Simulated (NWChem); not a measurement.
Molecule: CH$_{5}$BOS; SMILES COBS

```xyz
9

B     -0.9534    -0.0585    -0.0940
H     -2.1125    -0.3481    -0.2594
O     -0.5977     1.2310    -0.2322
C      0.7203     1.6921    -0.0648
H      0.7310     2.7775    -0.2338
H      1.0891     1.4880     0.9546
H      1.4058     1.2141    -0.7849
S      0.2767    -1.3290     0.3298
H     -0.5950    -2.3570     0.3329
```
Atoms are numbered in this order, from 1.

Level: PBE0/def2-SVP (NWChem), optimised geometry, unscaled harmonic frequencies. 

```
frequency (cm⁻¹)  IR intensity (km/mol)
----------------  ---------------------
73                                  0.0
192                                 4.5
265                                21.8
422                                 3.4
459                                 0.1
717                                 5.4
822                                18.3
867                                60.7
982                                12.5
1155                              111.3
1176                                0.2
1192                                4.8
1385                              350.5
1469                               15.8
1474                               10.6
1496                               87.6
2646                              128.2
2743                                0.0
3038                               29.7
3126                               19.0
3169                               17.2
```

```json
{
 "zero_point_energy": "41.3 kcal/mol",
 "thermal correction to the enthalpy at 298.15 K (with zero-point energy)": "45.3 kcal/mol",
 "heat capacity Cv": "17.6 cal/(mol K)",
 "entropy at 298.15 K and 1 atm (symmetry number 1)": "74.5 cal/(mol K)",
 "dipole_moment": "0.74 D"
}
```

Rigid rotor and harmonic oscillator; modes under 100 cm⁻¹ make the entropy uncertain.
